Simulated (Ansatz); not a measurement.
Consider the isomerisation: `CC[Si]O[SiH3]` → `C1C[SiH2][SiH2]O1`.

Isolated molecules relaxed with PBE0-D4/def2-TZVP in Ansatz; ΔE leaves out vibrations. CBS: MP2 limit from def2 TZ/QZ plus the TZ coupled-cluster correction, frozen cores. Functionals use def2-TZVPP. B3LYP here is the variant with VWN-RPA as its local correlation; programs differ in this. Each species was taken in one conformer, which may not be the lowest.

CCSD(T)/CBS gives +43.0 kJ/mol.

Problem. Another level gave +49.5 kJ/mol. Which?
A. B3LYP-D4/def2-TZVPP
B. CCSD(T)/def2-TZVPP
C. PBE0/def2-TZVPP
D. LDA (SPW92)/def2-TZVPP

Solution. A. B3LYP-D4 49.5, LDA (SPW92) 3.8, PBE0 17.9, CCSD(T)/def2-TZVPP 43.9 kJ/mol.

Largest T1 diagnostic among the species: 0.013.

From PBE to PBE0 (25 % exact exchange), in def2-TZVPP and without D4, ΔE moves by −3.5 kJ/mol. In def2-TZVPP, CCSD(T) changes the Hartree–Fock value by −14.4 kJ/mol (the triples alone add −3.9 kJ/mol) and MP2 by −16.7 kJ/mol.
